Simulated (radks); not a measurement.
Q: All-electron atom: In III in [Kr] 4d10 6f1 (not the ground configuration). Method: scalar-relativistic Kohn-Sham, LDA (Slater exchange, Perdew-Wang correlation), spin-polarised, spherical densities, finite nucleus; open shells are filled with parallel spins first (spin-orbit coupling, left out, can overturn this in heavy ions); Fermi nuclear charge, rms radius 4.6156 fm; computed with a radial shooting solver on a logarithmic mesh with Libxc functionals. Some entries of the table are withheld. Estimate them.

| orbital | occ. | eigenvalue (eV) | <1/r> (bohr^-1) |
|---|---|---|---|
| 1s down | 1 | -27746.96 | 51.80 |
| 1s up | 1 | -27746.96 | 51.80 |
| 2s down | 1 | -4178.470 | 11.80 |
| 2s up | 1 | -4178.468 | 11.80 |
| 2p down | 3 | -3755.708 | 11.38 |
| 2p up | 3 | -3755.707 | 11.38 |
| 3s down | 1 | -814.3180 | 4.175 |
| 3s up | 1 | -814.3180 | 4.175 |
| 3p down | 3 | -675.8302 | 3.978 |
| 3p up | 3 | -675.8302 | 3.978 |
| 3d down | 5 | -460.0837 | 3.752 |
| 3d up | 5 | -460.0832 | 3.752 |
| 4s up | 1 | (1) | 1.638 |
| 4s down | 1 | (2) | 1.638 |
| 4p up | 3 | (3) | 1.482 |
| 4p down | 3 | (4) | 1.482 |
| 4d up | 5 | -45.4037 | (5) |
| 4d down | 5 | -45.3842 | (6) |
| 6f up | 1 | -3.2749 | 0.1063 |
| 6f down | 0 | -3.1105 | 0.1051 |

A: 
(1) 4s up eigenvalue (eV): -146.5037
(2) 4s down eigenvalue (eV): -146.4995
(3) 4p up eigenvalue (eV): -105.0795
(4) 4p down eigenvalue (eV): -105.0728
(5) 4d up <1/r> (bohr^-1): 1.157
(6) 4d down <1/r> (bohr^-1): 1.158
